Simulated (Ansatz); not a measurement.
Ansatz (a program for electronic structure) input file for C₃H₉FSi, SMILES [Si@H](C)(CC)F, B3LYP-D3(BJ)/def2-SVP. 

Ansatz 0.2 input:
```yaml
crystal:
  periodic: [false, false, false]
  atoms:
    - {symbol: C, position_ang: [1.78724322, -1.53718490, -0.03044970]}
    - {symbol: C, position_ang: [1.09320491, -0.38901557, -0.75781196]}
    - {symbol: Si, position_ang: [-0.20871090, 0.50620419, 0.29639032]}
    - {symbol: C, position_ang: [-1.66899673, -0.61113830, 0.74834641]}
    - {symbol: F, position_ang: [-0.79398744, 1.71010620, -0.62121290]}
    - {symbol: H, position_ang: [2.53381632, -2.00522038, -0.66976602]}
    - {symbol: H, position_ang: [1.06835039, -2.29854009, 0.26339103]}
    - {symbol: H, position_ang: [2.28596277, -1.17812623, 0.86673987]}
    - {symbol: H, position_ang: [1.84790912, 0.32882460, -1.08546471]}
    - {symbol: H, position_ang: [0.62901070, -0.77682575, -1.66744286]}
    - {symbol: H, position_ang: [0.36241358, 1.19873968, 1.44714986]}
    - {symbol: H, position_ang: [-1.36719768, -1.41863942, 1.40811214]}
    - {symbol: H, position_ang: [-2.44612870, -0.04659287, 1.25535303]}
    - {symbol: H, position_ang: [-2.11500525, -1.05740145, -0.13712931]}
basis:
  gaussian:
    orbitals: def2-SVP
hamiltonian:
  xc: b3lyp
  dispersion: d3bj
relax: {f_tol: 0.002, max_steps: 200}
```

Log of the run:

```
WARN ansatz: RAYON_NUM_THREADS=1 ignored (pool sized by the plan → 1); use --threads N
Functional definition: B3LYP
integrals: 0.08 GiB planned
1293 factors; integrals over basis functions are off by at most 3.6e-4 eV
mean field: 0.53 GiB planned
mean field evaluation 1: about -13836.7935 eV, gradient 7.0e1 eV
mean field evaluation 2: about -13830.9871 eV, gradient 8.4e1 eV
mean field evaluation 4: about -13848.2148 eV, gradient 2.9e0 eV
mean field evaluation 8: about -13848.2429 eV, gradient 4.0e-2 eV
mean field -13848.24291465 eV, -508.9135404372 hartree, gradient 2.3e-5 eV, S^2 0.000000; 0 other end points of the search recorded, 0 dependent functions left out
the calculation of the forces begins
reference -13848.24316652 eV, -508.9135496932 hartree; 25, 25 occupied and 94, 94 virtual orbitals, 1293 factors
relax step   1: F+E_penalty+E_count = -13848.72840770 eV  Δ(F+E_penalty+E_count) = +0.000e0 eV  max|allowed force component| = 7.368e-1 eV/Å  Δτ_max = 0.0000 Å  (24 SCF iters, accepted)
these checks for a lower state are left out or cut short: starts, cluster_reference, orbital_swaps, neighbouring_geometries, increment
integrals: 0.08 GiB planned
1293 factors; integrals over basis functions are off by at most 3.5e-4 eV
mean field: 0.53 GiB planned
mean field evaluation 16: about -13848.2902 eV, gradient 2.7e0 eV
mean field -13848.32032260 eV, -508.9163851268 hartree, gradient 6.7e-5 eV, S^2 0.000000; 0 other end points of the search recorded, 0 dependent functions left out
the calculation of the forces begins
reference -13848.32057375 eV, -508.9163943566 hartree; 25, 25 occupied and 94, 94 virtual orbitals, 1293 factors
relax step   2: F+E_penalty+E_count = -13848.80666505 eV  Δ(F+E_penalty+E_count) = -7.826e-2 eV  max|allowed force component| = 4.711e-1 eV/Å  Δτ_max = 0.0522 Å  (25 SCF iters, accepted)
these checks for a lower state are left out or cut short: starts, cluster_reference, orbital_swaps, neighbouring_geometries, increment
integrals: 0.08 GiB planned
1293 factors; integrals over basis functions are off by at most 3.5e-4 eV
mean field: 0.53 GiB planned
mean field -13848.32540263 eV, -508.9165718144 hartree, gradient 6.8e-5 eV, S^2 0.000000; 0 other end points of the search recorded, 0 dependent functions left out
the calculation of the forces begins
reference -13848.32565371 eV, -508.9165810414 hartree; 25, 25 occupied and 94, 94 virtual orbitals, 1293 factors
relax step   3: F+E_penalty+E_count = -13848.81334868 eV  Δ(F+E_penalty+E_count) = -6.684e-3 eV  max|allowed force component| = 1.331e-1 eV/Å  Δτ_max = 0.0238 Å  (24 SCF iters, accepted)
these checks for a lower state are left out or cut short: starts, cluster_reference, orbital_swaps, neighbouring_geometries, increment
integrals: 0.08 GiB planned
1293 factors; integrals over basis functions are off by at most 3.5e-4 eV
mean field: 0.53 GiB planned
mean field -13848.32572431 eV, -508.9165836360 hartree, gradient 8.9e-6 eV, S^2 0.000000; 0 other end points of the search recorded, 0 dependent functions left out
the calculation of the forces begins
reference -13848.32597525 eV, -508.9165928579 hartree; 25, 25 occupied and 94, 94 virtual orbitals, 1293 factors
relax step   4: F+E_penalty+E_count = -13848.81387194 eV  Δ(F+E_penalty+E_count) = -5.233e-4 eV  max|allowed force component| = 2.537e-2 eV/Å  Δτ_max = 0.0068 Å  (23 SCF iters, accepted)
these checks for a lower state are left out or cut short: starts, cluster_reference, orbital_swaps, neighbouring_geometries, increment
integrals: 0.08 GiB planned
1293 factors; integrals over basis functions are off by at most 3.5e-4 eV
mean field: 0.53 GiB planned
mean field evaluation 32: about -13848.3131 eV, gradient 1.9e-1 eV
mean field -13848.32572756 eV, -508.9165837554 hartree, gradient 8.0e-6 eV, S^2 0.000000; 0 other end points of the search recorded, 0 dependent functions left out
the calculation of the forces begins
reference -13848.32597843 eV, -508.9165929746 hartree; 25, 25 occupied and 94, 94 virtual orbitals, 1293 factors
relax step   5: F+E_penalty+E_count = -13848.81392680 eV  Δ(F+E_penalty+E_count) = -5.486e-5 eV  max|allowed force component| = 6.175e-3 eV/Å  Δτ_max = 0.0042 Å  (21 SCF iters, accepted)
these checks for a lower state are left out or cut short: starts, cluster_reference, orbital_swaps, neighbouring_geometries, increment
integrals: 0.08 GiB planned
1293 factors; integrals over basis functions are off by at most 3.5e-4 eV
mean field: 0.53 GiB planned
mean field -13848.32579113 eV, -508.9165860918 hartree, gradient 6.1e-5 eV, S^2 0.000000; 0 other end points of the search recorded, 0 dependent functions left out
the calculation of the forces begins
reference -13848.32604198 eV, -508.9165953103 hartree; 25, 25 occupied and 94, 94 virtual orbitals, 1293 factors
relax step   6: F+E_penalty+E_count = -13848.81393583 eV  Δ(F+E_penalty+E_count) = -9.028e-6 eV  max|allowed force component| = 3.173e-3 eV/Å  Δτ_max = 0.0025 Å  (18 SCF iters, accepted)
these checks for a lower state are left out or cut short: starts, cluster_reference, orbital_swaps, neighbouring_geometries, increment
integrals: 0.08 GiB planned
1293 factors; integrals over basis functions are off by at most 3.5e-4 eV
mean field: 0.53 GiB planned
mean field -13848.32576046 eV, -508.9165849645 hartree, gradient 2.7e-5 eV, S^2 0.000000; 0 other end points of the search recorded, 0 dependent functions left out
the calculation of the forces begins
reference -13848.32601128 eV, -508.9165941821 hartree; 25, 25 occupied and 94, 94 virtual orbitals, 1293 factors
relax step   7: F+E_penalty+E_count = -13848.81393838 eV  Δ(F+E_penalty+E_count) = -2.552e-6 eV  max|allowed force component| = 7.302e-4 eV/Å  Δτ_max = 0.0014 Å  (18 SCF iters, accepted)
integrals: 0.08 GiB planned
1293 factors; integrals over basis functions are off by at most 3.5e-4 eV
mean field: 0.53 GiB planned
mean field -13848.32576046 eV, -508.9165849645 hartree, gradient 2.7e-5 eV, S^2 0.000000; 1 other end points of the search recorded, 0 dependent functions left out
the calculation of the forces begins
reference -13848.32601128 eV, -508.9165941821 hartree; 25, 25 occupied and 94, 94 virtual orbitals, 1293 factors
Total energy: -13848.81418920 eV, -508.9345343899 hartree
Atom 0 at     1.764745    -1.536955    -0.015605 Å, force     0.000094     0.000142    -0.000036 eV/Å
Atom 1 at     1.079726    -0.380473    -0.758787 Å, force    -0.000312     0.000523     0.000159 eV/Å
Atom 2 at    -0.221041     0.513825     0.255594 Å, force     0.000090    -0.000044    -0.000354 eV/Å
Atom 3 at    -1.639279    -0.605557     0.737799 Å, force     0.000088     0.000392     0.000730 eV/Å
Atom 4 at    -0.822946     1.732514    -0.660467 Å, force     0.000198    -0.000426     0.000278 eV/Å
Atom 5 at     2.535655    -2.020220    -0.636762 Å, force     0.000177     0.000084     0.000033 eV/Å
Atom 6 at     1.043541    -2.318540     0.274716 Å, force    -0.000079    -0.000162    -0.000075 eV/Å
Atom 7 at     2.259387    -1.190022     0.906882 Å, force     0.000065    -0.000098     0.000370 eV/Å
Atom 8 at     1.827636     0.363704    -1.085226 Å, force     0.000143    -0.000221    -0.000323 eV/Å
Atom 9 at     0.596819    -0.746882    -1.682561 Å, force    -0.000292    -0.000045    -0.000130 eV/Å
Atom 10 at     0.391418     1.142741     1.461734 Å, force     0.000000     0.000090    -0.000054 eV/Å
Atom 11 at    -1.289400    -1.416239     1.398090 Å, force    -0.000141    -0.000110    -0.000152 eV/Å
Atom 12 at    -2.422646    -0.047373     1.274643 Å, force    -0.000122    -0.000210    -0.000144 eV/Å
Atom 13 at    -2.095729    -1.065334    -0.153844 Å, force     0.000091     0.000083    -0.000302 eV/Å
Dipole moment:     0.099240    -0.369000     0.098446 e Å
```

The run converged.

Cost: roughly 70 core-seconds.
